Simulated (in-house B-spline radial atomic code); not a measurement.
## How G0W0 and RPA depend on the start: the krypton ion Kr⁶⁺

Configuration [Ar] 3d10 4s2. Computed with a B-spline radial code for spherical atoms: all electrons, scalar-relativistic (spin-free one-electron X2C), finite nucleus, each spin shell either full or empty, empty states to l = 9 with an (l + 1/2)⁻⁴ tail; G0W0 by contour deformation at full frequency.

```tsv
start	mean-field 4s (eV)	G0W0 (eV)	QP weight	RPA correlation (Eh)
Hartree-Fock	-107.21	-109.37	0.979	-2.1417
LDA VWN5	-102.81	?	?	?
PBE	-102.28	-109.86	0.966	-2.3242
PBE0	-103.77	-109.72	0.970	-2.2733
r2SCAN	-102.54	-109.81	0.967	-2.2924
HSE06	-103.54	?	?	?
B3LYP (VWN-RPA)	-103.83	-109.77	0.969	-2.2846
SCAN	-102.75	-109.80	0.967	-2.2914
TPSS	-102.12	-109.86	0.966	-2.3153
BHandHLYP	-105.40	-109.61	0.973	-2.2272
CAM-B3LYP	-105.72	-109.70	0.973	-2.2661
LC-wPBE	-107.22	-109.66	0.975	-2.2707
wB97X	-106.76	-109.62	0.975	-2.2583
PBEsol	-102.29	-109.88	0.966	-2.3256
BLYP	-102.46	-109.88	0.965	-2.3257
r2SCAN0	-104.01	-109.68	0.971	-2.2518
LDA exchange-only	-101.18	-109.95	0.966	-2.3283
```

Question: What G0W0 level, weight and RPA correlation energy follow from the HSE06 start?

Answer: G0W0 level -109.75 eV, weight 0.969, RPA correlation -2.2774 hartree.

Question: What G0W0 level, weight and RPA correlation energy follow from the LDA VWN5 start?

Answer: G0W0 level -109.92 eV, weight 0.965, RPA correlation -2.3283 hartree.

Question: How much of the dependence on the start does G0W0 remove?

Answer: The mean-field levels span 6.04 eV and the G0W0 levels 0.577 eV. Against 109.13 ± 0.05 eV (NIST, tabulated theory) the G0W0 removal energies are off by +0.24 to +0.82 eV, with spin-orbit coupling, Breit and QED terms left out.
